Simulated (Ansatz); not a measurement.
The cluster PtO₂⁻ was relaxed with r2SCAN-D4 (def2-TZVPD) in Ansatz in these states: charge -1 doublet, charge -1 quartet. The geometries follow in no particular order.

In the def2 sets Pt takes a core potential; there is no spin–orbit coupling.

A:

```csv
atom,x (Å),y (Å),z (Å)
Pt1,0.112,-0.240,-0.034
O2,0.114,0.451,-1.737
O3,-0.226,-0.211,1.772
```

B:

```
atom    x (Å)    y (Å)    z (Å)
 Pt1   0.0000   0.0000   0.0000
  O2  -0.4682  -1.5311   0.7507
  O3   0.4682   1.5311  -0.7507
```

Q: Judge from the bond lengths which geometry belongs to which state (an estimate).

A: A is the charge -1 quartet (Pt1–O3 1.838 Å, Pt1–O2 1.838 Å); B is the charge -1 doublet (Pt1–O3 1.768 Å, Pt1–O2 1.768 Å).

At r2SCAN-D4/def2-TZVPD the highest occupied level of the charge -1 quartet lies above zero (up to 0.08 eV). It is a level of α spin, whose loss leaves a triplet; that state wasn't run at this geometry and level. The electron is either unbound and held by the finite basis, or the level is raised by self-interaction error. At r2SCAN-D4/def2-TZVPD the highest occupied level of the charge -1 doublet lies above zero (up to 0.48 eV). By energy differences its removal costs 2.94 eV (vertical, to the charge 0 singlet, at r2SCAN-D4/def2-TZVPD); a positive level beside a positive removal energy at the same level points to self-interaction error. At PBE0-D4/def2-TZVPD a doublet lies 1.09 eV below the charge -1 quartet. These are the stationary points nearest to one start from a short search; other shapes may lie lower in each state.
